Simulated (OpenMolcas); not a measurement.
## O IV: the spin-orbit constant, worked from levels

```
Program             : OpenMolcas
Basis               : ANO-R2 [4s4p2d1f]
Scalar Hamiltonian  : X2C, finite nucleus
Active space        : 3 electrons in 8 orbitals (2s 2p 3s 3p)
State averaging     : 2S+1 = 4 odd, 1 root; 2S+1 = 2 odd, 11 roots; 2S+1 = 4 even, 3 roots; 2S+1 = 2 even, 9 roots
Spin-orbit coupling : RASSI with atomic mean-field integrals over the reference wave functions, term energies averaged over their components
```

Methods: CASSCF; MS-CASPT2, IPEA 0.25 Eh, imaginary shift 0.1 Eh (closed shells correlated: 1s). Measured levels: Moore, Selected Tables of Atomic Spectra, NSRDS-NBS 3, section 10.

**The spin-orbit constant.** For the Hund term 2P* of p1, E(J) = (A/2) J(J+1) + constant and ζ = 2S·A = A. From J = 1/2 to J = 3/2 the energy changes by 1.5 A.

```csv
Source,E(3/2) - E(1/2),A,ζ
CASSCF,372.8,248.5,249
MS-CASPT2,374.1,249.4,249
measured,385.9,257.3,257
```

All in cm-1. MS-CASPT2 is off by -3.1 % and CASSCF by -3.4 %. Both methods take the spin-orbit matrix elements from the reference wave functions, so the second can move ζ only through the term energies and any multistate remixing.

Active for correlation alone: 3p 3s; no level in the range computed is led by a configuration that fills them, so any true level of that kind is missing. Measured partners are found by configuration, term and J. A level has none where our copy of the source lacks it or the pairing is in doubt (some pairs that miss far off the trend of their configuration count as doubtful), and it then counts in no deviation. Only configurations of the active space appear.

* marks odd parity.
